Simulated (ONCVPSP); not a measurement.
## lithium ONCV: all-electron and pseudo phase curves

- Element: lithium
- Generator: ONCVPSP 4.0.1
- Type: optimised norm-conserving Vanderbilt (ONCV)
- Functional: PBE
- Relativity: non-relativistic
- Frozen core: [He]
- Valence charge: 1
- Reference configuration: 2s0.5 (charge +0.5)
- Partial waves: 2s: rc 2.30 bohr, ncon 3, nbas 6, qcut 2.8 1/bohr, 2 projectors, debl 1.8 Ha; p scattering state at 0.04 Ha: rc 1.75 bohr, ncon 4, nbas 7, qcut 3.9 1/bohr, 2 projectors, debl 2.1 Ha; d scattering state at 0.36 Ha: rc 1.90 bohr, ncon 4, nbas 8, qcut 5.7 1/bohr, 2 projectors, debl 1.8 Ha
- Local potential: polynomial inside 1.25 bohr (lpopt 5, dvloc0 6 Ha)
- Core correction: polynomial model core, fcfact 0.45

The phase is arctan(r·R′/R) of the radial function R(r), unwrapped; energies in Ha, scanned from -2 to 5 Ha. A pole is an energy at which the radial function vanishes at the test radius. The pseudo phase is shifted by a multiple of π to meet the all-electron one at the reference energy, and phase errors are pseudo minus all-electron; the curves can meet again beyond the range given. Levels narrower than the energy grid can be missing from the lists of poles.

```json
{"channel": "s", "radius (bohr)": "2.33", "reference energy (Ha)": "-0.20", "poles, all-electron": "1.07", "poles, pseudo": "1.07, 4.78", "unbroken range about the reference energy with phases within 0.05 rad": "-1.9 to 2.4", "phase error 1 Ha above the reference energy (rad)": "-0.001"}
{"channel": "p", "radius (bohr)": "1.78", "reference energy (Ha)": "0.04", "poles, all-electron": "1.63", "poles, pseudo": "1.63", "unbroken range about the reference energy with phases within 0.05 rad": "the whole range", "phase error 1 Ha above the reference energy (rad)": "+0.000"}
{"channel": "d", "radius (bohr)": "1.92", "reference energy (Ha)": "0.36", "poles, all-electron": "3.38", "poles, pseudo": "3.38", "unbroken range about the reference energy with phases within 0.05 rad": "the whole range", "phase error 1 Ha above the reference energy (rad)": "+0.000"}
```

Phases in the p channel:

| E (Ha) | all-electron | pseudo |
| --- | --- | --- |
| -1.98 | 1.156 | 1.156 |
| -1.62 | 1.089 | 1.089 |
| -1.26 | 0.987 | 0.987 |
| -0.90 | 0.814 | 0.814 |
| -0.54 | 0.480 | 0.480 |
| -0.18 | -0.141 | -0.141 |
| 0.18 | -0.792 | -0.792 |
| 0.54 | -1.159 | -1.159 |
| 0.90 | -1.355 | -1.355 |
| 1.26 | -1.477 | -1.477 |
| 1.62 | -1.569 | -1.569 |
| 1.98 | -1.651 | -1.651 |
| 2.34 | -1.739 | -1.739 |
| 2.70 | -1.858 | -1.858 |
| 3.06 | -2.064 | -2.063 |
| 3.42 | -2.547 | -2.541 |
| 3.78 | -3.512 | -3.497 |
| 4.14 | -4.108 | -4.098 |
| 4.50 | -4.344 | -4.337 |
| 4.86 | -4.462 | -4.456 |
